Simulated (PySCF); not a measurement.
H$_{3}$O$_{3}$Sn, charge +1, singlet, geometry from GFN2-xTB (such geometries of metal compounds can be far from the true shape) (core potentials on Sn); TPSS/def2-SVP in PySCF.

Here is a job for PySCF.
```python
from pyscf import gto, scf, dft

mol = gto.M(
    atom='''
Sn    0.019422   -0.007141   -0.004427
O     1.669592   -0.376531   -0.741890
H     1.965869    0.020640   -1.580091
O    -0.415834   -0.820580    1.577137
H    -1.290427   -0.624364    1.967327
O    -1.304591    1.114475   -0.669367
H    -1.239878    1.621844   -1.492950
''',
    basis='def2-svp',
    ecp={'Sn': 'def2-svp'},
    charge=1,
    spin=0,
    verbose=4,
)

mf = dft.RKS(mol)
mf.xc = 'tpss'
mf.kernel()
mf.analyze()
```

Problem. Predict the main parts of the log of this PySCF run.

Solution. 
```
PySCF version 2.14.0

[INPUT] verbose = 4
[INPUT] num. atoms = 7
[INPUT] num. electrons = 48
[INPUT] charge = 1
[INPUT] spin (= nelec alpha-beta = 2S) = 0
[INPUT] symmetry False subgroup None
[INPUT] Mole.unit = angstrom
[INPUT] Symbol           X                Y                Z      unit          X                Y                Z       unit  Magmom
[INPUT]  1 Sn     0.019422000000  -0.007141000000  -0.004427000000 AA    0.036702260791  -0.013494534256  -0.008365817553 Bohr   0.0
[INPUT]  2 O      1.669592000000  -0.376531000000  -0.741890000000 AA    3.155071619765  -0.711540467409  -1.401968914554 Bohr   0.0
[INPUT]  3 H      1.965869000000   0.020640000000  -1.580091000000 AA    3.714954006773   0.039003947211  -2.985939241890 Bohr   0.0
[INPUT]  4 O     -0.415834000000  -0.820580000000   1.577137000000 AA   -0.785812373282  -1.550671463296   2.980356990918 Bohr   0.0
[INPUT]  5 H     -1.290427000000  -0.624364000000   1.967327000000 AA   -2.438553613744  -1.179876962038   3.717709227462 Bohr   0.0
[INPUT]  6 O     -1.304591000000   1.114475000000  -0.669367000000 AA   -2.465319694572   2.106052522675  -1.264920306822 Bohr   0.0
[INPUT]  7 H     -1.239878000000   1.621844000000  -1.492950000000 AA   -2.343029847873   3.064840976769  -2.821266617669 Bohr   0.0

nuclear repulsion = 217.615382793812
number of shells = 37
number of NR pGTOs = 154
number of NR cGTOs = 83
basis = def2-svp
ecp = {'Sn': 'def2-svp'}

******** <class 'pyscf.dft.rks.RKS'> ********
method = RKS
initial guess = minao
damping factor = 0
level_shift factor = 0
DIIS = <class 'pyscf.scf.diis.CDIIS'>
diis_start_cycle = 1
diis_space = 8
diis_damp = 0
SCF conv_tol = 1e-09
SCF conv_tol_grad = None
SCF max_cycles = 50
direct_scf = True
direct_scf_tol = 1e-13
XC library pyscf.dft.libxc version 7.1.2
    S. Lehtola, C. Steigemann, M. J. T. Oliveira, and M. A. L. Marques,  SoftwareX 7, 1–5 (2018)
XC functionals = tpss
    J. Tao, J. P. Perdew, V. N. Staroverov, and G. E. Scuseria,  Phys. Rev. Lett. 91, 146401 (2003)
    J. P. Perdew, J. Tao, V. N. Staroverov, and G. E. Scuseria,  J. Chem. Phys. 120, 6898 (2004)
    J. Tao, J. P. Perdew, V. N. Staroverov, and G. E. Scuseria,  Phys. Rev. Lett. 91, 146401 (2003)
    J. P. Perdew, J. Tao, V. N. Staroverov, and G. E. Scuseria,  J. Chem. Phys. 120, 6898 (2004)
radial grids:
    Treutler-Ahlrichs [JCP 102, 346 (1995); DOI:10.1063/1.469408] (M4) radial grids

becke partition: Becke, JCP 88, 2547 (1988); DOI:10.1063/1.454033
pruning grids: <function nwchem_prune>
grids dens level: 3
symmetrized grids: False
atomic radii adjust function: <function treutler_atomic_radii_adjust>
small_rho_cutoff = 0
Set gradient conv threshold to 3.16228e-05
Initial guess from minao.
tot grids = 93632
init E= -419.107948527644
  HOMO = -0.842637819991372  LUMO = -0.760174649853507  gap/eV = 2.24394
cycle= 1 E= -440.168785304346  delta_E= -21.1  |g|= 2.48  |ddm|= 7.55
  HOMO = -0.392012992857643  LUMO = -0.187436454344674  gap/eV = 5.56681
cycle= 2 E= -440.110703166875  delta_E= 0.0581  |g|= 2.54  |ddm|= 6.51
  HOMO = -0.464349348436566  LUMO = -0.319567356434849  gap/eV = 3.93972
cycle= 3 E= -441.18922791625  delta_E= -1.08  |g|= 0.496  |ddm|= 2.86
  HOMO = -0.524522348682322  LUMO = -0.35847928582659  gap/eV = 4.51826
cycle= 4 E= -441.184460156277  delta_E= 0.00477  |g|= 0.509  |ddm|= 0.755
  HOMO = -0.501932957758922  LUMO = -0.34110449506797  gap/eV = 4.37637
cycle= 5 E= -441.234167572961  delta_E= -0.0497  |g|= 0.0981  |ddm|= 0.428
  HOMO = -0.500067887870264  LUMO = -0.339785160493317  gap/eV = 4.36152
cycle= 6 E= -441.23614118073  delta_E= -0.00197  |g|= 0.0213  |ddm|= 0.0919
  HOMO = -0.501241362754823  LUMO = -0.338749014973747  gap/eV = 4.42164
cycle= 7 E= -441.236234494984  delta_E= -9.33e-05  |g|= 0.00816  |ddm|= 0.0275
  HOMO = -0.500993451956001  LUMO = -0.338854073954106  gap/eV = 4.41204
cycle= 8 E= -441.236244284074  delta_E= -9.79e-06  |g|= 0.00475  |ddm|= 0.01
  HOMO = -0.501100333294209  LUMO = -0.338957325072556  gap/eV = 4.41214
cycle= 9 E= -441.236249137405  delta_E= -4.85e-06  |g|= 0.000227  |ddm|= 0.00388
  HOMO = -0.501103051733936  LUMO = -0.338973386535084  gap/eV = 4.41177
cycle= 10 E= -441.236249148754  delta_E= -1.13e-08  |g|= 3.07e-05  |ddm|= 0.000239
  HOMO = -0.501105100859399  LUMO = -0.338974015289519  gap/eV = 4.41181
cycle= 11 E= -441.236249148954  delta_E= -2e-10  |g|= 2.81e-06  |ddm|= 2.76e-05
  HOMO = -0.501105119728775  LUMO = -0.338973911264784  gap/eV = 4.41181
Extra cycle  E= -441.236249148956  delta_E= -1.93e-12  |g|= 4.6e-06  |ddm|= 7.89e-06
converged SCF energy = -441.236249148956
**** SCF Summaries ****
Total Energy =                        -441.236249148956006
Nuclear Repulsion Energy =             217.615382793811762
One-electron Energy =                -1110.673903493717489
Two-electron Energy =                  451.822271550949722
Two-electron Coulomb Energy =          496.546142944372548
DFT Exchange-Correlation Energy =      -44.723871393422854
HOMO-LUMO gap [eV] =                     4.411814899402756
**** MO energy ****
MO #1   energy= -19.1420538432074  occ= 2
MO #2   energy= -19.1399385832446  occ= 2
MO #3   energy= -19.1338887666406  occ= 2
MO #4   energy= -5.21260075942432  occ= 2
MO #5   energy= -3.5908948481755   occ= 2
MO #6   energy= -3.58384413568654  occ= 2
MO #7   energy= -3.58262776753577  occ= 2
MO #8   energy= -1.26131751166346  occ= 2
MO #9   energy= -1.25810384135417  occ= 2
MO #10  energy= -1.25216351003028  occ= 2
MO #11  energy= -1.23104618057475  occ= 2
MO #12  energy= -1.23063356207301  occ= 2
MO #13  energy= -1.13337502628561  occ= 2
MO #14  energy= -1.11569028366503  occ= 2
MO #15  energy= -1.10633504772725  occ= 2
MO #16  energy= -0.751462098051384 occ= 2
MO #17  energy= -0.693858961928296 occ= 2
MO #18  energy= -0.664198656594092 occ= 2
MO #19  energy= -0.568369385947964 occ= 2
MO #20  energy= -0.541507892618092 occ= 2
MO #21  energy= -0.539234992224596 occ= 2
MO #22  energy= -0.512253261222113 occ= 2
MO #23  energy= -0.505625691401743 occ= 2
MO #24  energy= -0.501105119728775 occ= 2
MO #25  energy= -0.338973911264784 occ= 0
MO #26  energy= -0.279710665125815 occ= 0
MO #27  energy= -0.18268157092079  occ= 0
MO #28  energy= -0.164668810509846 occ= 0
MO #29  energy= -0.122365616635285 occ= 0
MO #30  energy= -0.0845759172262888 occ= 0
MO #31  energy= -0.0665909358160641 occ= 0
MO #32  energy= -0.0237087542675347 occ= 0

WARN: System has nonzero charge 1; the dipole moment is origin-dependent.
Location of origin: [0. 0. 0.]

Dipole moment(X, Y, Z, Debye): -0.56798,  1.77743, -2.25920
```
